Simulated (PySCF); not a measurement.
A mixed set of molecules.

All values: CAM-B3LYP/def2-SVPD (PySCF) at GFN2-xTB geometries, gas phase, one conformer each. Core orbitals are frozen in the response; Δα² is half the sum of the squared differences of the principal polarisabilities. Dipoles and anisotropies that the point group forbids are given as zero.

**Question.** Rank by mean static polarisability, highest first.
A. `CCC[SiH2][SiH2]C#N`
B. `COc1oc(F)c(C)p1`
C. `C=C/C=C\N([SiH3])[SiH3]`
D. `CO[C@@H](F)[C@@H](F)OC`
E. `C=C(Cl)[SiH2][C@H]1CS1`

**Answer.** C (17.16 Å³), A (15.92 Å³), E (15.65 Å³), B (13.50 Å³), D (9.17 Å³).

**Question.** Rank by HOMO energy, highest first.
A. `C=C(Cl)[SiH2][C@H]1CS1`
B. `C(F)(OC)(F)OCC`
C. `c1(oc(OC)pc1C)F`
D. `CCC[SiH2][SiH2]C#N`
E. `CO[C@@H](F)COCF`

**Answer.** C (-7.20 eV), A (-7.96 eV), D (-9.83 eV), E (-10.02 eV), B (-10.31 eV).

All values together:

| SMILES | formula | μ (D) | HOMO (eV) | LUMO (eV) | α (Å³) | Δα (Å³) | electrons | α per electron (Å³) |
| --- | --- | --- | --- | --- | --- | --- | --- | --- |
| C=C(Cl)[SiH2][C@H]1CS1 | C4H7ClSSi | 1.61 | -7.96 | 0.23 | 15.65 | 6.60 | 78 | 0.201 |
| COc1oc(F)c(C)p1 | C5H6FO2P | 1.40 | -7.20 | 0.52 | 13.50 | 7.34 | 76 | 0.178 |
| CCC[SiH2][SiH2]C#N | C4H11NSi2 | 4.05 | -9.83 | 0.43 | 15.92 | 4.62 | 70 | 0.227 |
| CO[C@@H](F)COCF | C4H8F2O2 | 2.86 | -10.02 | 1.26 | 9.09 | 2.80 | 66 | 0.138 |
| CCOC(F)(F)OC | C4H8F2O2 | 2.51 | -10.31 | 1.29 | 8.96 | 2.28 | 66 | 0.136 |
| CO[C@@H](F)[C@@H](F)OC | C4H8F2O2 | 0.00 | -10.13 | 1.42 | 9.17 | 3.00 | 66 | 0.139 |
| C=C/C=C\N([SiH3])[SiH3] | C4H11NSi2 | 0.75 | -7.17 | 0.30 | 17.16 | 10.66 | 70 | 0.245 |

Conformers: `[CH2:1]=[C:2]([Cl:3])[SiH2:4][C@H:5]1[CH2:6][S:7]1` with C1–C2–Si4–C5 130°, C2–Si4–C5–C6 94°; `[CH3:1][O:2][c:3]1[o:4][c:5]([F:6])[c:7]([CH3:8])[p:9]1` with C1–O2–C3–O4 0°; `[CH3:1][CH2:2][CH2:3][SiH2:4][SiH2:5][C:6]#[N:7]` with C1–C2–C3–Si4 180°, C2–C3–Si4–Si5 180°, C3–Si4–Si5–C6 -56°; `[CH3:1][O:2][C@@H:3]([F:4])[CH2:5][O:6][CH2:7][F:8]` with C1–O2–C3–F4 67°, O2–C3–C5–O6 163°, C3–C5–O6–C7 86°, C5–O6–C7–F8 71°; `[CH3:1][CH2:2][O:3][C:4]([F:5])([F:6])[O:7][CH3:8]` with C1–C2–O3–C4 93°, C2–O3–C4–F5 61°, O3–C4–O7–C8 -54°; `[CH3:1][O:2][C@@H:3]([F:4])[C@@H:5]([F:6])[O:7][CH3:8]` with C1–O2–C3–F4 71°, O2–C3–C5–F6 61°, C3–C5–O7–C8 170°; `[CH2:1]=[CH:2]/[CH:3]=[CH:4]\[N:5]([SiH3:6])[SiH3:7]` with C1–C2–C3–C4 175°.

**Question.** How closely does the mean polarisability follow the number of electrons in this set?

**Answer.** The correlation coefficient is 0.66; α per electron runs from 0.136 to 0.245 Å³.
